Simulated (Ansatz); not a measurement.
`[OH][AlH][SiH2]O` + `CN[SiH](S)Cl` → `O[SiH2][SiH](S)Cl` + `C[NH][AlH][OH]`  (redistribution)

Isolated molecules relaxed with PBE0-D4/def2-TZVP in Ansatz; ΔE leaves out vibrations. CBS: MP2 limit from def2 TZ/QZ plus the TZ coupled-cluster correction, frozen cores. DFT in def2-TZVPP. B3LYP here is the variant with VWN-RPA as its local correlation; programs differ in this. One conformer a species, not always the lowest.

`[OH][AlH][SiH2]O`:

```xyz
9

O    -0.655    2.321   -0.072
Al   -0.975    0.809   -0.784
Si    0.411   -1.120   -0.099
O     1.409   -0.753    1.183
H     0.070    2.458    0.536
H    -2.161    0.790   -1.834
H    -0.428   -2.318    0.221
H     1.335   -1.535   -1.192
H     0.993   -0.652    2.040
```

`CN[SiH](S)Cl`:

```xyz
11

C    -0.581   -1.402   -0.627
N    -0.446    0.027   -0.828
Si    0.405    1.099    0.166
S    -0.367    0.875    2.135
Cl    2.449    0.778    0.278
H     0.159   -1.978   -1.194
H    -0.446   -1.635    0.430
H    -1.579   -1.743   -0.914
H    -0.622    0.329   -1.774
H     0.240    2.448   -0.411
H     0.788    1.201    2.739
```

`O[SiH2][SiH](S)Cl`:

Z-matrix (Å, degrees):
```
Si
Si 1 2.342
O 1 1.653 2 106.8
H 1 1.482 2 112.0 3 -115.9
H 1 1.490 2 109.7 3 121.8
Cl 2 2.080 1 103.5 3 -55.8
S 2 2.127 1 111.1 3 64.4
H 2 1.482 1 118.4 3 -174.0
H 3 0.960 1 116.5 2 58.4
H 7 1.345 2 94.1 1 -37.5
```

`C[NH][AlH][OH]`:

Z-matrix (Å, degrees):
```
C
N 1 1.446
H 1 1.097 2 112.5
H 1 1.093 2 110.1 3 119.1
H 1 1.097 2 112.6 3 -121.8
Al 2 1.768 1 129.8 3 -119.4
H 2 1.009 1 111.9 3 60.6
O 6 1.696 2 121.8 1 -0.0
H 6 1.573 2 119.8 1 179.9
H 8 0.954 6 125.8 2 -0.2
```

**Question.** Is it downhill or uphill in electronic energy at CCSD(T)/CBS, and by how much? (Estimate.)

**Answer.** Ansatz gave: Downhill: ΔE = -29.4 kJ/mol.

**Question.** What do these levels give: r2SCAN-D4, PBE0-D4, B3LYP-D4, ωB97M-V, B2PLYP, r2SCAN, HF/def2-TZVPP, MP2/def2-TZVPP, MP2/def2-QZVPP, SCS-MP2/def2-QZVPP, HF/CBS(def2), MP2/CBS(def2)? (An estimate is asked.)

**Answer.** The calculation gave: r2SCAN-D4 -33.1, PBE0-D4 -28.4, B3LYP-D4 -32.4, ωB97M-V -29.9, B2PLYP -31.2, r2SCAN -33.0, HF/def2-TZVPP -25.7, MP2/def2-TZVPP -31.3, MP2/def2-QZVPP -31.3, SCS-MP2/def2-QZVPP -30.5, HF/CBS(def2) -25.4, MP2/CBS(def2) -31.4 kJ/mol.

Largest T1 diagnostic among the species: 0.013.

In def2-TZVPP, CCSD(T) changes the Hartree–Fock value by −3.6 kJ/mol (the triples alone add −0.7 kJ/mol) and MP2 by −5.6 kJ/mol.
